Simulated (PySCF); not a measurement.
Correlation energy of C⁺ (carbon, charge +1)

[He] 2s2 2p1, 2P determinant. Calculation: PySCF 2.14, in def2-TZVPPD (6s3p3d1f, 37 functions); no relativity, point nucleus. Frozen: nothing; 5 electrons correlated.

```csv
level,correlation energy (mhartree)
CCSD,-90.26
(T),-1.32
CCSD(T),-91.58
CCSDT,-91.91
```

Diagnostics: T1 = 0.0073, D1 = 0.0180, largest double amplitude 0.131.

Cost of the coupled-cluster step: about 0.8 core-seconds, for 5 correlated electrons.

Iterations:

```
CC2 = 0
CCSD nocc = (np.int64(3), np.int64(2)), nmo = (37, 37)
frozen orbitals [[], []]
max_cycle = 100
direct = 0
conv_tol = 1e-08
conv_tol_normt = 1e-06
diis_space = 8
diis_start_cycle = 0
Init t2, MP2 energy = -0.065781057758759
Init E_corr(UCCSD) = -0.0657810577895182
cycle = 1  E_corr(UCCSD) = -0.0801482211927284  dE = -0.0143671634  norm(t1,t2) = 0.0538155
cycle = 2  E_corr(UCCSD) = -0.0854063413575961  dE = -0.00525812016  norm(t1,t2) = 0.0265102
cycle = 3  E_corr(UCCSD) = -0.0903103436604441  dE = -0.0049040023  norm(t1,t2) = 0.0138536
cycle = 4  E_corr(UCCSD) = -0.0902277229980324  dE = 8.26206624e-05  norm(t1,t2) = 0.00120378
cycle = 5  E_corr(UCCSD) = -0.0902708441444311  dE = -4.31211464e-05  norm(t1,t2) = 0.000191022
cycle = 6  E_corr(UCCSD) = -0.0902536413038277  dE = 1.72028406e-05  norm(t1,t2) = 4.49994e-05
cycle = 7  E_corr(UCCSD) = -0.0902588863673769  dE = -5.24506355e-06  norm(t1,t2) = 1.44228e-05
cycle = 8  E_corr(UCCSD) = -0.0902584649181785  dE = 4.21449198e-07  norm(t1,t2) = 2.31658e-06
cycle = 9  E_corr(UCCSD) = -0.0902583605629198  dE = 1.04355259e-07  norm(t1,t2) = 4.24027e-07
cycle = 10  E_corr(UCCSD) = -0.0902583929412162  dE = -3.23782963e-08  norm(t1,t2) = 1.14652e-07
cycle = 11  E_corr(UCCSD) = -0.090258393090063  dE = -1.48846893e-10  norm(t1,t2) = 1.84708e-08
UCCSD converged
E(UCCSD) = -37.38580629660807  E_corr = -0.09025839309006305
UCCSD(T) correction = -0.00132498109597868
```

This basis was not built for core-valence correlation, so the inner-shell part is incomplete.
